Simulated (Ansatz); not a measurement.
Cost and result for the atomization energy of H6InNOSi, SMILES `[OH][InH][NH][SiH3]` (10 atoms, 9 bonds).

```json
{"atom": "O1", "x (Å)": "2.1608", "y (Å)": "-0.9092", "z (Å)": "-2.1028"}
{"atom": "In2", "x (Å)": "1.4170", "y (Å)": "-0.7155", "z (Å)": "-0.2727"}
{"atom": "N3", "x (Å)": "-0.3757", "y (Å)": "0.2297", "z (Å)": "-0.2834"}
{"atom": "Si4", "x (Å)": "-1.3686", "y (Å)": "0.6044", "z (Å)": "1.0648"}
{"atom": "H5", "x (Å)": "1.6005", "y (Å)": "-0.5400", "z (Å)": "-2.7886"}
{"atom": "H6", "x (Å)": "2.2566", "y (Å)": "-1.3031", "z (Å)": "1.0712"}
{"atom": "H7", "x (Å)": "-0.7140", "y (Å)": "0.5055", "z (Å)": "-1.1946"}
{"atom": "H8", "x (Å)": "-0.6580", "y (Å)": "0.1054", "z (Å)": "2.2746"}
{"atom": "H9", "x (Å)": "-1.6082", "y (Å)": "2.0678", "z (Å)": "1.2275"}
{"atom": "H10", "x (Å)": "-2.7104", "y (Å)": "-0.0448", "z (Å)": "1.0041"}
```

Charge 0, multiplicity 1. Correlated methods include outer-core shells of In, which these sets cover unevenly. In: def2 effective core potential. The structure was optimised at the PBE0-D4/def2-TZVP level. It is one conformer, not always the lowest. Program: Ansatz. All runs use 4 threads of an Intel Xeon Platinum 8175M on a shared host. Times are those of one run each, without the atoms' runs, and a repeat can differ threefold. Electronic energies, without spin–orbit coupling; frozen cores. CCSD(T)/CBS adds CCSD(T) − MP2 in def2-TZVPP to the MP2 limit, and its time is that of the two runs behind it. T1 = 0.015. With those shells the extrapolation isn't a true limit. B3LYP takes the VWN-RPA correlation (the form of Gaussian; ORCA's B3LYP/G).

CCSD(T)/CBS is a level of theory with its own doubt, some kJ/mol a heavy atom from the limit and from the frozen cores, so smaller differences don't rank the functionals.

```
                            level  functions  wall time  atomization (kcal/mol)  difference from CCSD(T)/CBS  per bond
               BLYP-D4/def2-TZVPP        238      2.2 s                   708.2                        -11.8      -1.3
  PBE-D4/def2-TZVPP (with forces)        238      2.6 s                   713.5                         -6.5      -0.7
               PBE0-D4/def2-TZVPP        238        3 s                   700.2                        -19.8      -2.2
          CAM-B3LYP-D4/def2-TZVPP        238      3.9 s                   716.3                         -3.7      -0.4
            r2SCANh-D4/def2-TZVPP        238      4.4 s                   703.8                        -16.2      -1.8
B3LYP-D4/def2-TZVPP (with forces)        238      4.7 s                   709.2                        -10.8      -1.2
                 CCSD(T)/def2-SVP        102      4.9 s                   653.6                        -66.4      -7.4
              PBE-QIDH/def2-TZVPP        238        6 s                   699.2                        -20.8      -2.3
                B97M-V/def2-TZVPP        238      6.5 s                   713.6                         -6.4      -0.7
 ωB97M-V/def2-TZVPP (with forces)        238       11 s                   715.6                         -4.4      -0.5
                   MP2/def2-QZVPP        446       19 s                   714.7                         -5.3      -0.6
               CCSD(T)/def2-TZVPP        238      100 s                   695.3                        -24.7      -2.7
                CCSD(T)/CBS(def2)          –      2 min                   720.0                          0.0       0.0
```

From r2SCAN to r2SCAN0 (25 % exact exchange), in def2-TZVPP and without D4, the atomization energy moves by −13.9 kcal/mol: exact exchange takes away binding that semilocal exchange gives to molecules. At CCSD(T), def2-SVP lies −66.4 kcal/mol from the extrapolated value and def2-TZVPP −24.7 kcal/mol: correlation converges slowly with the basis, and small sets miss more of it in the bonded molecule than in its fragments. In def2-TZVPP, CCSD(T) changes the Hartree–Fock value by +207.4 kcal/mol (the triples alone add +11.2 kcal/mol) and MP2 by +211.9 kcal/mol; breaking electron pairs costs correlation energy, which Hartree–Fock lacks.

Spin–orbit coupling would lower the free In atoms strongly, and the atomization energy with them, by more than many differences here.
